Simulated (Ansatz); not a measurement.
Gas-phase electronic energies from Ansatz, PBE0-D4/def2-TZVP geometries. CCSD(T)/CBS is the MP2 limit (def2-TZVPP, def2-QZVPP) plus CCSD(T) − MP2 in def2-TZVPP, frozen cores. This one scheme is used for every species, atoms too. DFT in def2-TZVPP. No spin–orbit coupling; open shells (•) take unrestricted orbitals. Spin–orbit coupling would lower the free atoms: a little for B, C, F, O, Si. Each species was taken in one conformer, which may not be the lowest.

Consider the atomization: `O=CB(F)[SiH3]` → B• + C• + F• + 4 H• + O• + Si•.

`O=CB(F)[SiH3]`:

```xyz
9

O    -0.151   -1.135    1.860
C    -0.545   -1.474    0.768
B    -0.379   -0.497   -0.500
F    -0.900   -0.923   -1.636
Si    0.574    1.293   -0.326
H    -1.032   -2.471    0.643
H     0.655    1.988   -1.638
H     1.949    1.070    0.195
H    -0.171    2.149    0.635
```

```csv
level,ΔE (kJ/mol),difference from CCSD(T)/CBS
BLYP-D4,3395.4,22.5
r2SCAN0-D4,3320.0,-52.9
CAM-B3LYP-D4,3401.4,28.5
ωB97M-V,3390.8,17.9
B2PLYP,3350.6,-22.3
PBE-QIDH,3347.7,-25.2
r2SCANh,3360.3,-12.6
BHLYP,3243.6,-129.3
CAM-B3LYP,3387.6,14.7
MP2/CBS(def2),3451.9,79.0
CCSD(T)/CBS,3372.9,0
```

Problem. What do rigid-rotor, harmonic-oscillator terms from PBE0-D4/def2-TZVP frequencies (298.15 K, 1 bar) make of the CCSD(T)/CBS value? (An estimate is asked.)

Solution. The calculation gave: ΔZPE = -129.6 kJ/mol, ΔH = +3277.8 kJ/mol, ΔS = 905 J/(mol·K), ΔG = +3007.8 kJ/mol. Open shells count their whole term as degenerate. Modes under 50 cm⁻¹ make the entropy rough.

Largest T1 diagnostic among the species: 0.015.

At CCSD(T), def2-SVP lies −159.8 kJ/mol from the extrapolated value and def2-TZVPP −86.1 kJ/mol: correlation converges slowly with the basis, and small sets miss more of it in the bonded molecule than in its fragments. The D4 term adds +26.0 kJ/mol with B3LYP and +13.6 kJ/mol with PBE0; it sums over pairs of atoms, weighted by their polarisabilities, and B3LYP, whose exchange is more repulsive, gets the larger term.

B3LYP here is the variant with VWN-RPA as its local correlation; programs differ in this.

For atomizations the MP2-based limit and the directly extrapolated one differ by several kJ/mol either way, and by 10 to 25 for some Ge, Se and Sn compounds, so smaller differences from it don't rank the levels.
